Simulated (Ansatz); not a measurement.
Geometry optimisation of `[SeH][SiH2]Br`.

```yaml
crystal:
  periodic: [false, false, false]
  atoms:
    - {symbol: Se, position_ang: [-1.281353, -1.321791, -0.148258]}
    - {symbol: Si, position_ang: [0.441383, 0.111373, 0.309832]}
    - {symbol: Br, position_ang: [-0.177275, 2.268051, 0.415931]}
    - {symbol: H, position_ang: [-1.398672, -0.832428, -1.546377]}
    - {symbol: H, position_ang: [1.513671, 0.021807, -0.734167]}
    - {symbol: H, position_ang: [0.944447, -0.311011, 1.656839]}
basis:
  gaussian: {orbitals: def2-TZVP}
hamiltonian: {xc: pbe0, dispersion: d4}
relax: {f_tol: 0.005, max_steps: 150}
```

```sh
$ ansatz run in.yaml --threads 4 --pin off --events-out ev --progress --plain
```

Output, abridged:

```
Functional definition: PBE0
mean field -143305.51515562 eV, -5266.3805460020 hartree, gradient 2.8e-5 eV, S^2 0.000000; 0 other end points of the search recorded, 0 dependent functions left out
relax step   1: F+E_penalty+E_count = -143305.65359996 eV  Δ(F+E_penalty+E_count) = +0.000e0 eV  max|allowed force component| = 3.825e-1 eV/Å  Δτ_max = 0.0000 Å  (26 SCF iters, accepted)
mean field -143305.53309584 eV, -5266.3812052930 hartree, gradient 2.2e-5 eV, S^2 0.000000; 0 other end points of the search recorded, 0 dependent functions left out
relax step   2: F+E_penalty+E_count = -143305.67261297 eV  Δ(F+E_penalty+E_count) = -1.901e-2 eV  max|allowed force component| = 9.499e-2 eV/Å  Δτ_max = 0.0386 Å  (28 SCF iters, accepted)
mean field -143305.53395979 eV, -5266.3812370427 hartree, gradient 2.2e-5 eV, S^2 0.000000; 0 other end points of the search recorded, 0 dependent functions left out
relax step   3: F+E_penalty+E_count = -143305.67352656 eV  Δ(F+E_penalty+E_count) = -9.136e-4 eV  max|allowed force component| = 3.997e-2 eV/Å  Δτ_max = 0.0214 Å  (30 SCF iters, accepted)
mean field -143305.53439625 eV, -5266.3812530822 hartree, gradient 2.2e-5 eV, S^2 0.000000; 0 other end points of the search recorded, 0 dependent functions left out
relax step   4: F+E_penalty+E_count = -143305.67388206 eV  Δ(F+E_penalty+E_count) = -3.555e-4 eV  max|allowed force component| = 5.205e-3 eV/Å  Δτ_max = 0.0105 Å  (30 SCF iters, accepted)
mean field -143305.53442113 eV, -5266.3812539966 hartree, gradient 2.2e-5 eV, S^2 0.000000; 0 other end points of the search recorded, 0 dependent functions left out
relax step   5: F+E_penalty+E_count = -143305.67388841 eV  Δ(F+E_penalty+E_count) = -6.345e-6 eV  max|allowed force component| = 4.203e-3 eV/Å  Δτ_max = 0.0039 Å  (31 SCF iters, accepted)
mean field -143305.53442113 eV, -5266.3812539966 hartree, gradient 2.2e-5 eV, S^2 0.000000; 1 other end points of the search recorded, 0 dependent functions left out
Total energy: -143305.67391659 eV, -5266.3863803603 hartree
Atom 0 at    -1.271578    -1.303086    -0.149156 Å, force    -0.001180    -0.001319     0.001690 eV/Å
Atom 1 at     0.439357     0.105064     0.309048 Å, force     0.004203     0.003419     0.003497 eV/Å
Atom 2 at    -0.175592     2.236744     0.413643 Å, force     0.000137    -0.000396    -0.000135 eV/Å
Atom 3 at    -1.380620    -0.824212    -1.533646 Å, force    -0.002031    -0.001103    -0.003271 eV/Å
Atom 4 at     1.491062     0.020523    -0.726909 Å, force     0.000066     0.000203     0.000695 eV/Å
Atom 5 at     0.939572    -0.299031     1.640820 Å, force    -0.001195    -0.000804    -0.002475 eV/Å
Dipole moment:     0.099028    -0.151500    -0.115406 e Å
```

It took 24 s on 4 threads of a server CPU on a shared host, with 0.46 GiB of host memory at the peak.
